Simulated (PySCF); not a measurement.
Numbering as in the mapped SMILES `[CH3:1][BH:2][S:3][C:4]([F:5])([F:6])[F:7]`. Each H is labelled by its parent atom.

Geometry: PBE0-D3(BJ)/def2-SVP; GIAO absolute shieldings from PySCF, gas phase, non-relativistic, averaged over equivalent atoms.

At PBE0/pcSseg-1 (146 basis functions, 11 s wall time on 1 thread of an Arm Neoverse V2, shared host):
| atoms | σ (ppm) |
| --- | --- |
| C4 | 47.7 |
| C1 | 173.9 |
| B2 | 28.0 |
| S3 | 273.8 |
| F5/F6/F7 | 225.7 |
| H(B2) | 23.68 |
| H(C1) | 30.12 |

**Question.** Predict the values at WP04/pcSseg-2 on the same geometry.

**Answer.** 
```json
{"atoms": "C4", "σ at WP04/pcSseg-2": "23.8", "change": "-23.9"}
{"atoms": "C1", "σ at WP04/pcSseg-2": "163.6", "change": "-10.3"}
{"atoms": "B2", "σ at WP04/pcSseg-2": "19.0", "change": "-9.0"}
{"atoms": "S3", "σ at WP04/pcSseg-2": "227.8", "change": "-46.0"}
{"atoms": "F5/F6/F7", "σ at WP04/pcSseg-2": "225.7", "change": "+0.0"}
{"atoms": "H(B2)", "σ at WP04/pcSseg-2": "24.85", "change": "+1.17"}
{"atoms": "H(C1)", "σ at WP04/pcSseg-2": "30.62", "change": "+0.50"}
```

The largest change is at S3 (sulfur bonded to C, B). Cost: 315 basis functions, 38 s wall time on 1 thread of an Arm Neoverse V2, shared host.

A carbon bonded to boron is broadened by the quadrupolar boron nucleus and is often missing from a measured spectrum.
